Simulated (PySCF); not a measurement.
Trends in electronic spectra. Method used: TDDFT PBE0/def2-SVPD, vertical, gas phase, core orbitals frozen in the response in PySCF 2.14.0, density-fitted response routines. Geometries: PBE0-D3(BJ)/def2-SVP; one conformer of each isolated species. Triplets are in the Tamm–Dancoff approximation. 'Strongest' means the level of largest summed f among the lowest 10 singlets; it needn't be the same kind of state in each.

Question: Rank by computed HOMO energy, highest first.
A. `c1(ncccc1)COC`
B. `FC(F)(F)C#CC1C[SiH2]C1`
C. `CN(C)[SiH3]`
D. `O[C@H]1CC=CCC1`

Answer: C (-6.36 eV), D (-7.08 eV), A (-7.33 eV), B (-8.24 eV).

```csv
SMILES,HOMO (eV),gap (eV),f (strongest),α (au),S1 (eV),S1 mainly
CN(C)[SiH3],-6.36,6.76,0.09,63.5,5.45,H→L (96%)
O[C@H]1CC=CCC1,-7.08,7.36,0.08,73.8,6.52,H→L (54%)
COCc1ccccn1,-7.33,6.45,0.45,91.8,4.85,H→L (90%)
FC(F)(F)C#CC1C[SiH2]C1,-8.24,7.75,0.28,100.8,6.09,H→L (76%)
```

H and L stand for HOMO and LUMO.
